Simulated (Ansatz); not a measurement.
Calculated with Ansatz (gas phase, PBE0-D4/def2-TZVP geometries, no zero-point term in ΔE). CCSD(T)/CBS adds triple-zeta CCSD(T) − MP2 to the extrapolated MP2 energy (def2 sets, frozen cores). This one scheme is used for every species. Functionals use def2-TZVPP. B3LYP here is the variant with VWN-RPA as its local correlation; programs differ in this. One conformer a species, not always the lowest.

Consider the ligand exchange at the Si–O bond: `C[SiH](O)O[SiH2]O` + H₂S → `C[SiH](O)S` + `O[SiH2]O`.

```
          level  ΔE (kJ/mol)  difference from CCSD(T)/CBS
      r2SCAN-D4         58.6                         -3.4
        PBE0-D4         52.1                         -9.9
       B3LYP-D4         64.8                          2.8
        ωB97X-V         61.9                         -0.1
         B2PLYP         61.9                         -0.1
            PBE         43.0                        -19.0
         r2SCAN         57.3                         -4.7
           PBE0         48.9                        -13.1
          B3LYP         59.8                         -2.2
  HF/def2-TZVPP         75.5                         13.5
 MP2/def2-TZVPP         60.4                         -1.6
CCSD/def2-TZVPP         67.5                          5.5
  HF/def2-QZVPP         77.4                         15.4
 MP2/def2-QZVPP         59.4                         -2.6
  MP2/CBS(def2)         57.4                         -4.6
 CCSD/CBS(def2)         64.4                          2.4
    CCSD(T)/CBS         62.0                            0
```

Largest T1 diagnostic among the species: 0.011.

In def2-TZVPP, CCSD(T) changes the Hartree–Fock value by −10.5 kJ/mol (the triples alone add −2.5 kJ/mol) and MP2 by −15.0 kJ/mol. From PBE to PBE0 (25 % exact exchange), in def2-TZVPP and without D4, ΔE moves by +5.9 kJ/mol.
